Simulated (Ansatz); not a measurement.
The cluster Ba2Se was relaxed with PBE-D4 (def2-TZVP) in Ansatz in these states: neutral quintet, neutral singlet, neutral triplet. The geometries follow in no particular order.

In the def2 sets Ba takes a core potential; there is no spin–orbit coupling.

A:

```xyz
3

Ba   -2.030   -1.104   -1.382
Ba    1.500    1.325    1.801
Se    0.530   -0.221   -0.419
```

B:

```xyz
3

Ba    1.5658    0.6440    1.3809
Ba   -2.1788    0.1505   -0.0600
Se    0.6130   -0.7945   -1.3209
```

C:

```xyz
3

Ba   -0.409   -1.242   -1.674
Ba   -0.566    0.327    2.021
Se    0.975    0.915   -0.347
```

Judge from the bond lengths which geometry belongs to which state (an estimate).

A is the neutral triplet (Ba1–Ba2 5.338 Å, Ba2–Se3 2.874 Å, Ba1–Se3 2.874 Å); B is the neutral quintet (Ba1–Ba2 4.042 Å, Ba2–Se3 3.206 Å, Ba1–Se3 3.206 Å); C is the neutral singlet (Ba1–Ba2 4.018 Å, Ba2–Se3 2.886 Å, Ba1–Se3 2.886 Å).

At PBE0-D4/def2-TZVP a singlet lies 0.13 eV below the neutral triplet. At PBE0-D4/def2-TZVP a singlet lies 3.08 eV below the neutral quintet. These are the stationary points nearest to one start from a short search; other shapes may lie lower in each state.
